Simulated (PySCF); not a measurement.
# NMR problem set

Computed data (PySCF 2.14.0 with density-fitted response routines): GIAO PBE0/pcSseg-1 shieldings, geometry: GFN2-xTB. One computed conformer, one averaged value for each set of equivalent atoms, no solvent, relativity neglected.

δ = σ(ref) − σ, references computed at the same level: ¹H and ¹³C against TMS. Splittings of carbon signals by F and P are missing where no couplings were computed. Where no couplings were computed, multiplicities follow the n + 1 count of equivalent neighbours, and m marks all less simple cases (inequivalent or close neighbours, rings, F or P nearby). Shifts are as computed. Against solution values, carbons near 30 ppm lie about +3 ppm off and those near 130 ppm about +5 ppm. Of 1211 compounds with measured shifts, 218 miss one by over three times the rms of a fit or turn the order of signals round; such compounds aren't used in these exercises.

Problem. C$_{7}$H$_{11}$NSi. ¹H NMR (400 MHz, computed): δ 6.75 (m, 2H), 6.38 (m, 2H), 4.74 (m, 1H), 4.51 (m, 1H), 4.48 (m, 1H), 2.25 (m, 2H), 2.12 (m, 2H). ¹³C{¹H} NMR (computed): δ 120.5 (CH), 114.3 (CH), 54.8 (CH), 23.7 (CH2). What is it?

Solution. `C1C(n2cccc2)C[SiH2]1`. The formula gives 4 degrees of unsaturation (2 rings in the answer). 4 carbon signals for 7 carbons: some carbons are equivalent by symmetry or fast rotation. Carbon types of the structure: 5 × CH, 2 × CH2, leaving 2 H on heteroatoms. δC 120.5: aromatic CH next to a ring nitrogen. δC 114.3: aromatic CH. δH 6.75: hydrogen on an aromatic CH next to a ring nitrogen; aromatic region. δH 6.38: hydrogen on an aromatic CH; the ring current deshields protons in the ring plane.

The data come from this structure; uniqueness wasn't tested.

Problem. C$_{6}$H$_{4}$FN. ¹H NMR (500 MHz, computed): δ 6.46 (m, 1H), 6.42 (m, 1H), 5.56 (m, 1H), 2.92 (s, 1H). ¹³C{¹H} NMR (computed): δ 134.7 (CH2), 131.2 (C), 119.2 (C), 93.4 (CH), 82.5 (C), 82.0 (CH). What is it?

Solution. `InChI=1S/C6H4FN/c1-3-5(2)6(7)4-8/h1,6H,2H2/t6-/m0/s1`. Rings plus π bonds: 5 (no ring in the answer). 6 carbon signals for 6 carbons: no two carbons are equivalent. Carbon types of the structure: 3 × C, 2 × CH, 1 × CH2, which accounts for all hydrogens. δC 134.7: terminal =CH2 carbon; the olefinic region. δC 119.2: nitrile carbon; typical of a nitrile. δC 93.4: terminal alkyne carbon; the triple bond shields along its axis, which puts it between sp3 and sp2 carbons. δC 82.5: alkyne carbon; sp carbons lie upfield of alkene carbons because the cylindrical π system leaves one tensor component strongly shielded.

The data come from this structure; uniqueness wasn't tested.

Problem. C$_{7}$H$_{6}$FP. ¹H NMR (600 MHz, computed): δ 8.04 (m, 2H), 7.69 (m, 2H), 7.69 (m, 1H), 5.82 (m, 1H). ¹³C{¹H} NMR (computed): δ 237.2 (C), 139.3 (C), 137.5 (CH), 134.2 (CH), 131.1 (CH). Identify the compound.

Solution. `[H]/P=C(/F)c1ccccc1`. 5 carbon signals for 7 carbons: some carbons are equivalent by symmetry or fast rotation. Carbon types of the structure: 2 × C, 5 × CH, leaving 1 H on heteroatoms. δC 237.2: carbon double-bonded to a heavier main-group atom. δC 139.3: substituted aromatic carbon. δC 137.5, 134.2, 131.1: aromatic CH; the aromatic region. δH 8.04, 7.69, 7.69: hydrogen on an aromatic CH; it sits in the deshielding region of the aromatic ring current.

The data come from this structure; uniqueness wasn't tested.
